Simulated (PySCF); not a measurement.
# What a mistake does to a calculation on Al2CH3N

All numbers below are calculated, not measured. They come from PySCF 2.14.0, an open-source quantum chemistry program, on an isolated molecule that a program drew, which may never have been made. The molecule is Al2CH3N (charge 0, singlet), drawn as the SMILES string `[CH3][Al]=[N][Al]`.

Each row is a Hartree-Fock (HF) and frozen-core CCSD(T) single point in the cc-pV(D+d)Z basis, meant for a local HF minimum. Run 1 is clean. Each other run has one planted mistake out of seven kinds, and not every kind appears here: one electron removed, one electron added, multiplicity raised by two, geometry at a saddle point, minimal basis STO-3G, one bond length entered in bohr, all coordinates scaled. The reference is restricted for singlets and unrestricted otherwise, and also for a bond in bohr. Adding or removing an electron swaps singlet and doublet. Electrons count all cores. HOMO and LUMO are orbital energies over both spins, the gradient is its largest component, and the lowest frequency (negative if imaginary) is given only where the gradient is small. Bond lengths are over the 6 bonds as drawn. T1 is the CCSD diagnostic: over 0.02 (restricted) or 0.045 (unrestricted) a single reference is doubtful.

Geometry of the clean run:
```xyz
7
Al2CH3N, angstrom
C     1.7511    0.2234   -1.9597
Al    2.1154   -1.5768   -1.3208
N     2.4241   -3.1005   -0.7802
Al    2.7518   -4.7235   -0.2031
H     0.6785    0.4321   -1.9321
H     2.2603    0.9638   -1.3375
H     2.0973    0.3445   -2.9893
```

| run | electrons | basis functions | <S^2> | HOMO (eV) | LUMO (eV) | gradient (hartree/bohr) | lowest frequency (cm^-1) | mean bond (Å) | longest bond (Å) | T1 | HF (hartree) | CCSD(T) (hartree) | mistake |
|---|---|---|---|---|---|---|---|---|---|---|---|---|---|
| 1 | 42 | 89 | 0.000 | -7.00 | 1.72 | 2.4e-05 | 47 | 1.4372 | 1.945 | 0.0212 | -577.90657 | -578.37597 | no fault |
| 2 | 42 | 89 | 0.000 | -7.37 | 1.39 | 4.8e-02 | - | 1.5493 | 2.096 | 0.0251 | -577.86976 | -578.35772 | all coordinates scaled |
| 3 | 42 | 31 | 0.000 | -2.77 | 10.23 | 4.9e-02 | - | 1.4372 | 1.945 | 0.0301 | -570.83052 | -571.07032 | ? |
| 4 | 41 | 89 | 0.757 | -14.64 | -5.27 | 6.2e-02 | - | 1.4372 | 1.945 | 0.0214 | -577.68350 | -578.11437 | ? |

**Which mistake was planted in run 3, and what did it cost?**

It has 31 basis functions where the clean run has 89, with the same electrons and geometry. So the mistake is: minimal basis STO-3G. Subtracting run 1 and multiplying by 627.51 kcal/mol a hartree, the energy moved by 4440.3 kcal/mol in HF and 4584.4 kcal/mol in CCSD(T).

**Which mistake was planted in run 4, and what did it cost?**

It counts 41 electrons, one fewer than the clean run, at the same geometry and basis. So the mistake is: one electron removed. Subtracting run 1 and multiplying by 627.51 kcal/mol a hartree, the energy moved by 140.0 kcal/mol in HF and 164.2 kcal/mol in CCSD(T).

Cautions from the logs. Run 1: T1 is over the limit, so its CCSD(T) energy is less reliable; run 2: T1 is over the limit, so its CCSD(T) energy is less reliable; run 3: T1 is over the limit, so its CCSD(T) energy is less reliable.
